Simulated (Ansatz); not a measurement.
Ti2H4⁺. Total charge 1; doublet. Geometry r2SCAN-D4/def2-TZVP, that of the neutral singlet; atoms count from 1.

```xyz
6

Ti    0.4589   -0.4697    0.4597
Ti   -0.5750    0.4973   -1.1160
H     0.5395   -0.9362   -1.3736
H     1.4842    0.5430    1.4788
H    -1.4100   -0.7351   -0.0249
H    -0.4977    1.1007    0.5760
```

The charge 1 doublet is spin-contaminated (final ⟨S²⟩ up to 1.29, 0.75 for a pure state). The structure comes from a short search, and lower isomers may exist.

Question: Estimate the Mulliken populations from the PBE0/def2-TZVP orbitals of Ansatz.

Answer: 
| atom | charge (e) | spin (α − β) | d electrons |
| --- | --- | --- | --- |
| Ti1 | 0.50 | -0.56 | 2.49 |
| Ti2 | 0.59 | 1.62 | 2.61 |
| H3 | -0.06 | -0.04 | – |
| H4 | -0.04 | 0.02 | – |
| H5 | -0.03 | -0.02 | – |
| H6 | 0.05 | -0.03 | – |
Mulliken values and Mayer orders depend strongly on the basis.

Question: Where does the spin sit?

Answer: Summed by element: Ti 1.06, H -0.06, of 1 unpaired in all. Largest on single atoms: Ti2 1.62, Ti1 -0.56, H3 -0.04.

Question: And the Mayer bond orders between bonded heavy atoms (over 0.3)?

Answer: Ti1–Ti2 1.63 (2.12 Å).
